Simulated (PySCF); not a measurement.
**Ga(5+) (gallium, charge +5) across methods**

[Ar] 3d8, high-spin 3F determinant. Calculation: PySCF 2.14, in an uncontracted even-tempered set (21 s from 0.19 bohr⁻², ratio 2.5; 14 p from 0.24 bohr⁻², ratio 2.5; 10 d from 0.24 bohr⁻², ratio 2.5; 5 f from 2.2 bohr⁻², ratio 2.7; 4 g from 3.3 bohr⁻², ratio 2.7); scalar relativity by spin-free X2C-1e.

```
method  E (hartree)  mean ε 3p β (eV)  mean ε 3d α (eV)  mean ε 3d β (eV)  Σ⟨r²⟩ (bohr²)   ⟨S²⟩
  PBE0    -1936.022           -186.73           -106.82           -104.27          9.315  2.001
   LDA    -1933.022           -181.08           -102.95           -100.40          9.366  2.000
   UHF  -1934.93097           -202.33           -118.10           -114.74          9.242  2.002
   PBE    -1935.966           -181.00           -102.65           -100.34          9.354  2.000
r2SCAN    -1936.260           -182.97           -103.47           -101.23          9.298  2.001
```
